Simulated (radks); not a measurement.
The numbers below are computed, except where a source is named.
All-electron atom: Re6+ in [Xe] 4f14 5d1. Code: a radial shooting solver on a logarithmic mesh with Libxc functionals. Model: scalar-relativistic Kohn-Sham, BLYP, spin-polarised, spherical densities, finite nucleus; open shells are filled with parallel spins first (spin-orbit coupling, left out, can overturn this in heavy ions); Fermi nuclear charge, rms radius 5.3698 fm.

Radial electron density D(r) = 4 pi r^2 rho(r):

| r (bohr) | D(r) (e/bohr) | spin D(r) |
|---|---|---|
| 0.0006681 | 4.369 | -0.0000177 |
| 0.0007715 | 5.478 | -0.0000222 |
| 0.0008839 | 6.766 | -0.0000273 |
| 0.001021 | 8.437 | -0.0000340 |
| 0.001179 | 10.49 | -0.0000421 |
| 0.001351 | 12.83 | -0.0000514 |
| 0.00156 | 15.82 | -0.0000632 |
| 0.001787 | 19.20 | -0.0000763 |
| 0.002064 | 23.43 | -0.0000927 |
| 0.002384 | 28.40 | -0.000112 |
| 0.002731 | 33.84 | -0.000132 |
| 0.003154 | 40.39 | -0.000157 |
| 0.003642 | 47.73 | -0.000184 |
| 0.004173 | 55.31 | -0.000212 |
| 0.004819 | 63.84 | -0.000242 |
| 0.005566 | 72.60 | -0.000273 |
| 0.006377 | 80.72 | -0.000302 |
| 0.007364 | 88.66 | -0.000331 |
| 0.008437 | 95.01 | -0.000357 |
| 0.009744 | 99.95 | -0.000383 |
| 0.01125 | 102.6 | -0.000411 |
| 0.01289 | 102.7 | -0.000441 |
| 0.01489 | 100.6 | -0.000480 |
| 0.0172 | 97.03 | -0.000524 |
| 0.0197 | 93.47 | -0.000550 |
| 0.02275 | 91.29 | -0.000502 |
| 0.02628 | 92.56 | -0.000240 |
| 0.0301 | 98.02 | 0.000443 |
| 0.03477 | 108.2 | 0.00206 |
| 0.03983 | 120.1 | 0.00502 |
| 0.046 | 131.8 | 0.0105 |
| 0.05312 | 138.2 | 0.0193 |
| 0.06086 | 136.9 | 0.0313 |
| 0.07029 | 128.1 | 0.0474 |
| 0.08118 | 116.0 | 0.0653 |
| 0.093 | 107.8 | 0.0800 |
| 0.1074 | 107.8 | 0.0876 |
| 0.1231 | 115.5 | 0.0818 |
| 0.1421 | 125.0 | 0.0596 |
| 0.1641 | 126.0 | 0.0259 |
| 0.188 | 114.1 | -0.00296 |
| 0.2172 | 92.22 | -0.0109 |
| 0.2508 | 72.77 | 0.0189 |
| 0.2873 | 65.82 | 0.0773 |
| 0.3318 | 70.44 | 0.142 |
| 0.3832 | 77.68 | 0.168 |
| 0.4391 | 77.33 | 0.133 |
| 0.5071 | 66.59 | 0.0502 |
| 0.5809 | 51.15 | -0.0141 |
| 0.6709 | 36.03 | 0.00414 |
| 0.7748 | 25.83 | 0.153 |
| 0.8877 | 20.15 | 0.393 |
| 1.025 | 15.94 | 0.671 |
| 1.184 | 11.89 | 0.862 |
| 1.356 | 8.042 | 0.891 |
| 1.567 | 4.565 | 0.761 |
| 1.809 | 2.185 | 0.537 |
| 2.073 | 0.9280 | 0.322 |
| 2.394 | 0.3167 | 0.153 |
| 2.743 | 0.09731 | 0.0609 |
| 3.167 | 0.02284 | 0.0176 |
| 3.658 | 0.004193 | 0.00369 |
| 4.191 | 0.0006426 | 0.000606 |

D(r) has 4 maxima, at r = 0.0122, 0.0557, 0.155, 0.409 bohr, and minima at 0.0235, 0.0999, 0.290 bohr, inside which lie 1.91, 11.04, 29.95 electrons.
